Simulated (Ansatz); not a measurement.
`[OH][Ta]([F])([F])([F])[Cl]` at its PBE0-D4/def2-TZVP geometry, where that method's forces vanish. The species carries charge 0 and has multiplicity 1. Ta takes the def2 core potential.

```xyz
7

O     1.2793    0.6537    0.4204
Ta   -0.3396   -0.1426   -0.0586
F    -0.2952   -1.2099    1.4610
F    -1.1686    1.5183   -0.1235
F    -2.0327   -0.8884   -0.4093
Cl    0.4806   -1.0136   -2.0105
H     2.0761    1.0826    0.7205
```

Task: What forces (eV/Å) does r2SCAN-D4/def2-TZVPP give on these atoms in Ansatz? (Estimate.)

Result: The calculation gave: 
```
O1   0.267  0.139  0.093
Ta2 -0.086 -0.067 -0.068
F3  -0.010 -0.075  0.116
F4  -0.071  0.119  0.004
F5  -0.184 -0.069 -0.018
Cl6  0.052 -0.068 -0.145
H7   0.032  0.020  0.018
```
